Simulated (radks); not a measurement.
The promethium ion Pm60+, configuration 1s1. All-electron calculation, scalar-relativistic Kohn-Sham, PBE, spin-polarised, spherical densities, finite nucleus; open shells are filled with parallel spins first (spin-orbit coupling, left out, can overturn this in heavy ions); Fermi nuclear charge, rms radius 4.962 fm. Program: a radial shooting solver on a logarithmic mesh with Libxc functionals.

Radial electron density D(r) = 4 pi r^2 rho(r):

```
   r/bohr * D(r) (the largest magnitude, 34.7, reaches the edge; | marks zero)
 0.002327 |        *
 0.002797 |           *
 0.003389 |               *
 0.004074 |                   *
 0.004936 |                         *
 0.005934 |                               *
  0.00719 |                                     *
 0.008642 |                                            *
  0.01047 |                                                 *
  0.01269 |                                                     *
  0.01525 |                                                      *
  0.01848 |                                                   *
  0.02221 |                                             *
  0.02691 |                                    *
  0.03235 |                         *
   0.0392 |               *
  0.04712 |        *
  0.05709 |   *
  0.06917 |*
  0.08315 *
   0.1007 *
   0.1211 *
   0.1467 *
```

D(r) has 1 maximum, at r = 0.0147 bohr.
